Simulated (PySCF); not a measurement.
# C₇H₁₄: calculation and literature

Geometry:
```json
{"atom": "C1", "x (Å)": "-0.793", "y (Å)": "0.694", "z (Å)": "1.569"}
{"atom": "C2", "x (Å)": "-0.544", "y (Å)": "0.121", "z (Å)": "0.169"}
{"atom": "C3", "x (Å)": "-1.526", "y (Å)": "0.753", "z (Å)": "-0.824"}
{"atom": "C4", "x (Å)": "-0.780", "y (Å)": "-1.390", "z (Å)": "0.203"}
{"atom": "C5", "x (Å)": "0.869", "y (Å)": "0.503", "z (Å)": "-0.253"}
{"atom": "C6", "x (Å)": "2.094", "y (Å)": "-0.267", "z (Å)": "0.137"}
{"atom": "C7", "x (Å)": "1.657", "y (Å)": "-0.230", "z (Å)": "-1.296"}
{"atom": "H8", "x (Å)": "-0.091", "y (Å)": "0.269", "z (Å)": "2.283"}
{"atom": "H9", "x (Å)": "-1.804", "y (Å)": "0.466", "z (Å)": "1.899"}
{"atom": "H10", "x (Å)": "-0.667", "y (Å)": "1.775", "z (Å)": "1.568"}
{"atom": "H11", "x (Å)": "-1.404", "y (Å)": "1.834", "z (Å)": "-0.848"}
{"atom": "H12", "x (Å)": "-2.552", "y (Å)": "0.530", "z (Å)": "-0.539"}
{"atom": "H13", "x (Å)": "-1.353", "y (Å)": "0.368", "z (Å)": "-1.826"}
{"atom": "H14", "x (Å)": "-0.113", "y (Å)": "-1.878", "z (Å)": "0.909"}
{"atom": "H15", "x (Å)": "-0.637", "y (Å)": "-1.834", "z (Å)": "-0.779"}
{"atom": "H16", "x (Å)": "-1.803", "y (Å)": "-1.590", "z (Å)": "0.516"}
{"atom": "H17", "x (Å)": "0.993", "y (Å)": "1.582", "z (Å)": "-0.263"}
{"atom": "H18", "x (Å)": "1.981", "y (Å)": "-1.194", "z (Å)": "0.676"}
{"atom": "H19", "x (Å)": "2.976", "y (Å)": "0.288", "z (Å)": "0.424"}
{"atom": "H20", "x (Å)": "1.249", "y (Å)": "-1.133", "z (Å)": "-1.723"}
{"atom": "H21", "x (Å)": "2.237", "y (Å)": "0.350", "z (Å)": "-1.999"}
```

Calculated, not measured (PySCF 2.14): σ from GIAO-PBE0/pcSseg-1, GFN2-xTB geometry. Non-relativistic, rapidly exchanging positions averaged, in vacuum, a single conformation.

Reference values: measured (solution, not stated per compound (mostly CDCl3 or CCl4); Pretsch, Buehlmann, Badertscher, Structure Determination of Organic Compounds, 4th ed. (2009)).
| atoms | quantity | reference | computed | computed, scaled |
| --- | --- | --- | --- | --- |
| C5 | δ 13C | 22.7 | 25.6 | 22.8 |
| C6/C7 | δ 13C | 0.3 | 2.3 | 0.1 |

Computed shifts are σ(ref) − σ with the named reference compound (TMS for H and C) calculated as an isolated molecule at the same level. The measured values may be among those fitted. Expected solution values come from regression of measured δ (H and C: mostly CDCl3, vs TMS) on computed σ: 13C (scatter 2.1 ppm rms, 2.3 ppm with the 13 outliers that the fit left out). A few per cent of atoms miss by over 2 rms, more outside the fitted compound classes.

**Question.** How far are the unscaled 13C shifts from the references?

**Answer.** Mean signed difference +2.45 ppm, mean absolute 2.45 ppm over 2 comparisons; the largest is +2.9 ppm at C5 (three-membered-ring carbon).

The carbons averaged at δ 29.6 differ by 10 ppm in this conformer.
